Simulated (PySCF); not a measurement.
`S(OC)(=O)(=O)C=C=S`, C3H4O3S2

Molfile (atoms numbered from 1):
```
C3H4O3S2
     RDKit          3D

 12 11  0  0  0  0  0  0  0  0999 V2000
   -1.6753   -0.6477    0.3179 C   0  0  0  0  0  0  0  0  0  0  0  0
   -0.6736    0.0889    0.9886 O   0  0  0  0  0  0  0  0  0  0  0  0
    0.1655    1.1210    0.0943 S   0  0  0  0  0  6  0  0  0  0  0  0
    0.9185    1.9181    0.9955 O   0  0  0  0  0  0  0  0  0  0  0  0
   -0.6996    1.7338   -0.8634 O   0  0  0  0  0  0  0  0  0  0  0  0
    1.2600    0.0262   -0.8213 C   0  0  0  0  0  0  0  0  0  0  0  0
    2.2007   -0.5420   -0.1458 C   0  0  0  0  0  0  0  0  0  0  0  0
    3.2557   -1.1635    0.8010 S   0  0  0  0  0  0  0  0  0  0  0  0
   -1.2430   -1.5439   -0.1353 H   0  0  0  0  0  0  0  0  0  0  0  0
   -2.1307   -0.0229   -0.4531 H   0  0  0  0  0  0  0  0  0  0  0  0
   -2.4197   -0.9313    1.0609 H   0  0  0  0  0  0  0  0  0  0  0  0
    1.0427   -0.0373   -1.8654 H   0  0  0  0  0  0  0  0  0  0  0  0
  1  2  1  0
  2  3  1  0
  3  4  2  0
  3  5  2  0
  3  6  1  0
  6  7  2  0
  7  8  2  0
  1  9  1  0
  1 10  1  0
  1 11  1  0
  6 12  1  0
M  END
```

Computed, not measured: GIAO OLYP/pcseg-1 magnetisability, rotational g tensor and spin-rotation constants, non-relativistic, gas phase in PySCF. Geometry: GFN2-xTB.

Question: Give the nuclear spin-rotation constants along the inertial axes (H = +C I·J) beside the isotropic shieldings.

Answer: Rotational constants 2.7187, 0.9440, 0.8447 GHz. A star marks the isotopologue with that one atom substituted, in its own axes.
```csv
atom,isotope,Caa (kHz),Cbb (kHz),Ccc (kHz),mean (kHz),σ (ppm)
H9,1H,-0.113,-0.057,-0.052,-0.074,28.1
H10,1H,-0.056,-0.068,-0.051,-0.058,27.5
H11,1H,-0.217,-0.037,-0.035,-0.096,27.8
H12,1H,-0.310,-0.124,0.077,-0.119,26.6
C1,13C*,0.527,0.164,0.165,0.285,136.7
O2,17O*,-0.724,-0.169,-0.183,-0.358,127.2
S3,33S*,1.118,0.384,0.327,0.610,187.1
O4,17O*,-0.680,-0.257,-0.179,-0.372,98.2
C6,13C*,0.504,0.188,0.259,0.317,110.4
C7,13C*,1.030,0.529,0.363,0.641,-38.7
S8,33S*,1.331,0.423,0.280,0.678,138.5
```
For the geometry as given, no vibrational averaging.
